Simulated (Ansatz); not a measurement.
**Four-centre ligand exchange**

Start structure (BH2Cl2OF, singlet), relaxed at PBE0-D4/def2-TZVP:

```xyz
7
angstrom
B -0.5099 -0.4173 -0.0537
F -0.4850 -0.8627 1.2221
Cl -0.0046 -1.6412 -1.2815
Cl -1.9381 0.6109 -0.4573
H 0.5968 1.3881 0.5483
O 0.7561 0.6858 -0.0985
H 1.5849 0.2364 0.1207
```

The step: BCl₂F ([F][B]([Cl])[Cl]) + H₂O → BHCl₂O ([OH][B]([Cl])[Cl]) + HF; bonds formed: F2–H5; dative contacts that become bonds: B1–O6; bonds broken: B1–F2, H5–O6. Program: Ansatz 0.2.0. Basis: def2-TZVPP and def2-QZVPP. Cores are frozen in the correlated methods. Extrapolation: Hartree–Fock as exp(−7.88 √X), correlation as X^−2.97. Energies below are by CCSD(T) at an estimated basis limit (MP2 extrapolated from triple and quadruple zeta, plus CCSD(T) − MP2 in triple zeta).

What are the electronic barrier and the energy of the step, from the start structure to the end structure? (An estimate is asked for; the value comes from the calculation.)

Computed: Barrier 112.7 kJ/mol; step energy 9.7 kJ/mol (uphill); reverse barrier, their difference, 103.0 kJ/mol. Barrier and step energy count from the start structure, the reverse barrier from the end structure.

The saddle point: One imaginary mode of 947i cm⁻¹.
| pair | start (Å) | saddle (Å) | end (Å) |
| --- | --- | --- | --- |
| B1–O6 | 1.68 | 1.48 | 1.35 |
| F2–H5 | 2.59 | 1.11 | 0.93 |
| B1–F2 | 1.35 | 1.65 | 3.76 |
| H5–O6 | 0.97 | 1.29 | 1.78 |

Zero-point energy (harmonic, PBE0-D4): ZPE is 92.1 kJ/mol at the start and 82.2 kJ/mol at the saddle, so the barrier goes from 112.7 to 102.7 kJ/mol.

T1 diagnostic: at most 0.011.

The step is the kind of ligand exchange by which a precursor binds to a hydroxyl group, or is hydrolysed, in atomic layer deposition of oxides.

Labels in which every atom is bracketed show which atoms are joined, not bond orders.

For scale, one of the runs: CCSD(T)/def2-TZVPP, 205 basis functions (an equivalent command: `ansatz run in.yaml --threads 4`). Hardware: 4 CPU threads, shared host. Wall time 70 s; peak host memory 2.7 GiB.
